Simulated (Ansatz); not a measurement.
Mulliken charges of `[OH][Hf]([OH])([Br])[Br]` from ωB97M-V/def2-TZVPP in Ansatz (PBE0-D4/def2-TZVP geometry).

| atom | x (Å) | y (Å) | z (Å) | charge (e) |
| --- | --- | --- | --- | --- |
| O1 | -1.259 | 1.081 | 0.371 | -0.382 |
| Hf2 | -0.030 | -0.160 | -0.360 | 0.929 |
| O3 | 1.360 | -0.529 | 0.871 | -0.382 |
| Br4 | -1.245 | -2.298 | -0.879 | -0.254 |
| Br5 | 0.972 | 0.821 | -2.446 | -0.254 |
| H6 | -1.787 | 1.702 | 0.861 | 0.171 |
| H7 | 1.987 | -0.617 | 1.582 | 0.171 |

Question: By hand: the dipole of these point charges (1 e Å = 4.8032 D).

Answer: Σ q r = (0.037, 0.201, 0.453) e Å, of length 0.497 e Å = 2.39 D.

Question: How does the dipole of the full density compare? (Best estimate.)

Answer: Computed: (0.063, 0.340, 0.766) e Å, 4.04 D; the point charges give 0.59 times that, at 0° from its direction.

Point charges leave out the atoms' own dipoles, such as those of lone pairs, and Mulliken's split depends on the basis, so the two needn't agree.
